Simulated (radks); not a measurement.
Values are calculated unless marked as measured or tabulated.
Question: The mean radii <r> (bohr) of the occupied orbitals of an atom or ion are listed with their occupations. Code: a radial shooting solver on a logarithmic mesh with Libxc functionals. Model: Dirac Kohn-Sham, PBE, spin-unpolarised, spherical densities, finite nucleus; Fermi nuclear charge, rms radius of each element as measured or else 0.836 A^(1/3) + 0.57 fm.

| orbital | occ. | <r> |
|---|---|---|
| 1s1/2 | 2 | 0.01835 |
| 2s1/2 | 2 | 0.07695 |
| 2p1/2 | 2 | 0.06365 |
| 2p3/2 | 4 | 0.07161 |
| 3s1/2 | 2 | 0.2004 |
| 3p1/2 | 2 | 0.1904 |
| 3p3/2 | 4 | 0.2050 |
| 3d3/2 | 4 | 0.1794 |
| 3d5/2 | 6 | 0.1839 |
| 4s1/2 | 2 | 0.4401 |
| 4p1/2 | 2 | 0.4429 |
| 4p3/2 | 4 | 0.4719 |
| 4d3/2 | 4 | 0.4776 |
| 4d5/2 | 6 | 0.4865 |
| 4f5/2 | 6 | 0.4903 |
| 4f7/2 | 2 | 0.4944 |

Name the element and its charge. Open shells, if any, fill j = l - 1/2 first.

Answer: Z = 74, tungsten, charge +20: W20+ in [Kr] 4d10 4f8. The 1s radius gives Z: for a bare nucleus <r> = (2 gamma + 1)/(2Z) with gamma = sqrt(1 - (Z/c)^2), 0.01813 bohr for Z = 74, and screening makes it slightly larger (0.01835 here). The occupations add up to 54, and the charge is Z minus that.
